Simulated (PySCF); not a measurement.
**Low-lying terms of S⁶⁺ (sulfur, charge +6)**

Ground state [Ne], ¹S. Calculation: PySCF 2.14, in aug-cc-pV(T+d)Z with one added diffuse shell each of s, p, d, f type (7s6p5d3f, 71 functions); the non-relativistic Hamiltonian (point nucleus). Vertical excitation energies in eV without spin-orbit coupling; excited terms of each kind are numbered among those the solver found. Frozen: 1s2.

```
 term  leading excitation  EOM-EE-CCSD
1 3P°              2p → s       170.39
1 1P°              2p → s       171.74
 1 3S              2p → p       181.79
 1 3D              2p → p       184.06
 1 1D              2p → p       184.96
 1 1P              2p → p       185.24
 1 3P              2p → p       185.28
 1 1S              2p → p       192.52
2 3P°              2p → d       202.45
1 3F°              2p → d       203.27
1 1F°              2p → d       203.86
1 1D°              2p → d       204.38
 2 3S              2p → p       229.23
 2 1D              2p → p       231.23
```

The solver can miss terms.
